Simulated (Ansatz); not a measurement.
`[SiH3][AlH][S][SiH3]` + H₂S → `[SiH3][S][AlH][SH]` + SiH₄  (cleavage of the Al–Si bond)

Calculated with Ansatz (gas phase, PBE0-D4/def2-TZVP geometries, no zero-point term in ΔE). CBS: MP2 limit from def2 TZ/QZ plus the TZ coupled-cluster correction, frozen cores. This one scheme is used for every species. Functionals use def2-TZVPP. One conformer a species, not always the lowest.

CCSD(T)/CBS gives -108.9 kJ/mol.

**Question.** Another level gave -108.9 kJ/mol. Which?
A. LC-ωPBE/def2-TZVPP
B. LDA (SPW92)/def2-TZVPP
C. BHLYP/def2-TZVPP
D. r2SCANh-D4/def2-TZVPP

**Answer.** D. r2SCANh-D4 -108.9, LDA (SPW92) -96.2, BHLYP -113.5, LC-ωPBE -103.9 kJ/mol.

**Question.** What do rigid-rotor, harmonic-oscillator terms from PBE0-D4/def2-TZVP frequencies (298.15 K, 1 bar) make of the CCSD(T)/CBS value? (Estimate.)

**Answer.** The calculation gave: ΔZPE = +2.7 kJ/mol, ΔH = -108.1 kJ/mol, ΔS = -17 J/(mol·K), ΔG = -103.2 kJ/mol. Modes under 50 cm⁻¹ make the entropy rough.

Largest T1 diagnostic among the species: 0.013.

From PBE to PBE0 (25 % exact exchange), in def2-TZVPP and without D4, ΔE moves by −3.7 kJ/mol. Leaving LDA and LC-ωPBE aside and taking each functional with its dispersion term where it has one, the values, not all of them listed here, spread over 16.5 kJ/mol, from B2PLYP to PBE-D4.
